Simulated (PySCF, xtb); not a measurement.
CH8FNSi2, SMILES FC[SiH2][SiH2]N.

GFN2-xTB run with xtb 6.7.1 at its own geometry gives an orbital gap of 4.20 eV and a dipole moment of 1.61 D.

The structure is a stationary point at PBE0-D3(BJ)/def2-SVP. The structure was generated by enumeration, and PubChem lists no compound with its InChIKey, so it may never have been made. Other conformers were not sampled.

**Question.** What does PBE/def2-TZVP in PySCF give? (Estimate from the structure and the level; the computed values follow.)

**Answer.** gap 4.58 eV (levels -5.70 and -1.12 eV), dipole 1.95 D.
